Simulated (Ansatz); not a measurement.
`NC(O)O[SiH3]` + `OC1=CS1` → `[SiH3]OC1=CS1` + `NC(O)O`  (ligand exchange at the Si–O bond)

Gas-phase electronic energies from Ansatz, PBE0-D4/def2-TZVP geometries. CCSD(T)/CBS adds triple-zeta CCSD(T) − MP2 to the extrapolated MP2 energy (def2 sets, frozen cores). DFT in def2-TZVPP. B3LYP here is the variant with VWN-RPA as its local correlation; programs differ in this. Each species was taken in one conformer, which may not be the lowest.

```
             level  ΔE (kJ/mol)  difference from CCSD(T)/CBS
            PBE-D4         -9.5                          1.4
          B3LYP-D4        -10.0                          0.9
           ωB97M-V         -6.8                          4.1
               PBE         -9.1                          1.8
            r2SCAN         -8.0                          2.9
              PBE0         -8.2                          2.7
             B3LYP         -9.2                          1.7
     HF/def2-TZVPP         -6.6                          4.3
SCS-MP2/def2-TZVPP        -11.1                         -0.2
   CCSD/def2-TZVPP         -9.0                          1.9
CCSD(T)/def2-TZVPP        -10.1                          0.8
     HF/def2-QZVPP         -6.9                          4.0
SCS-MP2/def2-QZVPP        -11.6                         -0.7
      HF/CBS(def2)         -6.9                          4.0
     MP2/CBS(def2)        -12.6                         -1.7
    CCSD/CBS(def2)         -9.8                          1.1
       CCSD(T)/CBS        -10.9                            0
```

Largest T1 diagnostic among the species: 0.013.

In def2-TZVPP, CCSD(T) changes the Hartree–Fock value by −3.5 kJ/mol (the triples alone add −1.0 kJ/mol) and MP2 by −5.2 kJ/mol.
